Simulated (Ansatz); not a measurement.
Cartesian coordinates in Å:
```
S 0.833 -1.931 -0.383
C 0.686 -0.160 -0.247
C 0.215 0.332 1.122
Ge -1.053 0.728 -0.291
H 0.473 -2.061 -1.670
H 1.528 0.389 -0.659
H 0.780 1.145 1.565
H -0.072 -0.435 1.833
H -2.280 -0.157 -0.434
H -1.110 2.149 -0.836
```

Charge 0, multiplicity 1.

**Question.** List the PBE0/def2-TZVPP orbital energies in eV (the Gaussian-basis code of Ansatz). (Estimate.)

**Answer.** Ansatz gave: Occupied: -10859.92, -2422.31, -1358.20, -1208.02, -1208.00, -1208.00, -279.28, -278.55, -217.62, -170.93, -161.48, -161.39, -161.24, -120.74, -120.71, -120.70, -33.60, -33.57, -33.55, -33.52, -33.47, -22.72, -19.95, -16.21, -14.97, -13.29, -12.02, -11.08, -10.08, -9.77, -8.65, -7.62, -6.14. Lowest empty: -0.03, 0.56, 0.85, 1.36, 1.56, 2.33, 2.72, 3.05.
